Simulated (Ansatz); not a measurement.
```xyz
2

Sc    0.0000    0.0000    0.8340
O     0.0000    0.0000   -0.8340
```

Basis set: cc-pVTZ (spherical functions). Frozen core: 6 orbitals. Correlation on ROHF uses semicanonical orbitals with singles. Charge 0, multiplicity 2.

Computed with Ansatz (development build ahead of 0.2.0); the reference of a correlated method needn't be the lowest determinant of its kind.

(1) Give the atomization energy at this shape (free ground-state atoms in the same class of orbitals less the molecule, no zero-point energy) of doublet ScO by ROHF-CCSD(T), ROHF-CCSD.

Answers

(1)

| method | atomization energy |
| --- | --- |
| ROHF-CCSD(T) | 156.24 kcal/mol |
| ROHF-CCSD | 143.47 kcal/mol |

Caution: the reference determinant was not shown to be the lowest.
